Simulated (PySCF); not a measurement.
A structure optimised at PBE-D3(BJ)/def2-SVP, used in a PySCF frequency run:

```xyz
7

W     -0.0073    -0.1912     0.0000
N     -0.9177    -0.6427    -1.4338
H     -1.7248    -1.0223    -1.9377
N     -0.9177    -0.6427     1.4338
H     -1.7248    -1.0223     1.9377
F      1.5984    -1.1855     0.0000
Cl     0.1441     2.1096     0.0000
```

Question: Write its SMILES, formula and point group.

Answer: [NH]=[W](=[NH])([F])[Cl], ClFH2N2W, Cs

Question: What are its rotational constants (standard atomic weights)?

Answer: 3.5154, 1.8705, 1.7818 GHz
